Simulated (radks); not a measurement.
Results of a calculation; reference values are marked as such.
Excited configurations of H: one electron is placed in a higher orbital outside the bare nucleus. The ground configuration is 1s1. Level of theory: Dirac Kohn-Sham, LDA (Slater exchange, Perdew-Wang correlation), spin-unpolarised, spherical densities, finite nucleus; open shells fill j = l - 1/2 first; Gaussian nuclear charge, rms radius 0.8783 fm (a radial shooting solver on a logarithmic mesh with Libxc functionals). Excitation = E - E(ground); binding = E(ion) - E, where the ion is the core of charge +1; n* = 1/sqrt(2 binding) in atomic units, and the quantum defect is n - n*.

outer orbital  excitation (eV)  binding (eV)  quantum defect  <r> (bohr)
3s1/2                   10.519         1.608           0.092       13.14
5p1/2                   11.498         0.630           0.352       34.58
6s1/2                   11.679         0.448           0.490       50.90
6p1/2                   11.678         0.449           0.497       49.81
6d3/2                   11.678         0.450           0.499       47.93
6f5/2                   11.679         0.448           0.491       45.25
7s1/2                   11.791         0.336           0.639       68.89
7d3/2                   11.790         0.338           0.653       65.77

The Delta-SCF ionisation energy is 12.127 eV (NIST Atomic Spectra Database: 13.598 eV, theoretical). Self-interaction in the functional shifts the binding energies and quantum defects, so they are the method's values and not measured ones. Spin polarisation and multiplet splitting are left out, so open shells lie too high by an amount that depends on their filling.

Beside tabulated values, note that spin-unpolarised runs miss the spin-polarisation part of the exchange energy of open shells.
